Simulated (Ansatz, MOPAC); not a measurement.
The molecule MgB-, multiplicity 3 (lowest of 2S+1 = 1, 3 at CCSD(T)/def2-TZVPP on PBE0 minima; our sources give no spin for the ground state, which may be another). The T1 diagnostic near the minimum is 0.061, so single-reference values are doubtful.

Constants: fifth-degree fit in 1/R to seven points, most abundant isotopes. In def2 and cc sets the state is the lowest found near the PBE0 minimum, followed along R.

The state that PM7 reach isn't checked; PM7 holds dispersion and hydrogen-bond terms.

Codes used: Ansatz (Gaussian orbitals); MOPAC for PM7 (differences of heats of formation). Values without a source in brackets are computed.

```csv
level,r_e (Å),ω_e (cm⁻¹),ω_e x_e (cm⁻¹)
PM7,2.182,597,3.8
SVWN5/def2-TZVPP,2.230,[?],4.3
PBE/def2-TZVPP,2.264,428,4.3
B97M-V/def2-TZVPP,2.259,423,5.2
B3LYP/def2-TZVPP,2.282,395,5.1
wB97M-V/def2-TZVPP,[?],[?],5.2
```

Some entries are withheld; supply them.


- wB97M-V/def2-TZVPP, r_e (Å): 2.315
- wB97M-V/def2-TZVPP, ω_e (cm⁻¹): 355
- SVWN5/def2-TZVPP, ω_e (cm⁻¹): 450

Doubts at one or more of the structures used: a spin-contaminated determinant (PBE/def2-TZVPP, B97M-V/def2-TZVPP, wB97M-V/def2-TZVPP).

Ansatz is an electronic-structure program.
